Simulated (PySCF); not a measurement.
Sn(SH)2 (H2S2Sn), SMILES [SH][Sn][SH] (connectivity only; charge and spin as stated), neutral, multiplicity 1.

Coordinates come from a B3LYP-D3(BJ)/def2-SVP optimisation. The def2 effective core potentials stand for the cores of Sn; spin–orbit coupling is left out. The values are those of a single conformer.

Calculation: B3LYP-D3(BJ)/def2-SVP in PySCF.

Frequencies are harmonic and unscaled.

Computed harmonic wavenumbers and intensities:
```json
[
 {"mode": "1", "ν (cm⁻¹)": "110", "IR (km/mol)": "0.7", "Raman (Å⁴/amu)": "3.9", "depolarisation": "0.74", "moving atoms (share of kinetic energy)": "S 81 %, Sn 14 %"},
 {"mode": "2", "ν (cm⁻¹)": "246", "IR (km/mol)": "0.0", "Raman (Å⁴/amu)": "13.1", "depolarisation": "0.75", "moving atoms (share of kinetic energy)": "H 93 %"},
 {"mode": "3", "ν (cm⁻¹)": "326", "IR (km/mol)": "51.0", "Raman (Å⁴/amu)": "15.4", "depolarisation": "0.75", "moving atoms (share of kinetic energy)": "S 76 %, Sn 23 %"},
 {"mode": "4", "ν (cm⁻¹)": "333", "IR (km/mol)": "22.6", "Raman (Å⁴/amu)": "30.9", "depolarisation": "0.16", "moving atoms (share of kinetic energy)": "S 76 %, Sn 21 %"},
 {"mode": "5", "ν (cm⁻¹)": "334", "IR (km/mol)": "22.3", "Raman (Å⁴/amu)": "2.6", "depolarisation": "0.75", "moving atoms (share of kinetic energy)": "H 99 %"},
 {"mode": "6", "ν (cm⁻¹)": "619", "IR (km/mol)": "18.5", "Raman (Å⁴/amu)": "0.4", "depolarisation": "0.75", "moving atoms (share of kinetic energy)": "H 96 %"},
 {"mode": "7", "ν (cm⁻¹)": "707", "IR (km/mol)": "2.9", "Raman (Å⁴/amu)": "19.5", "depolarisation": "0.61", "moving atoms (share of kinetic energy)": "H 94 %"},
 {"mode": "8", "ν (cm⁻¹)": "2661", "IR (km/mol)": "0.3", "Raman (Å⁴/amu)": "58.5", "depolarisation": "0.75", "moving atoms (share of kinetic energy)": "H 97 %"},
 {"mode": "9", "ν (cm⁻¹)": "2662", "IR (km/mol)": "2.7", "Raman (Å⁴/amu)": "241.2", "depolarisation": "0.25", "moving atoms (share of kinetic energy)": "H 97 %"}
]
```
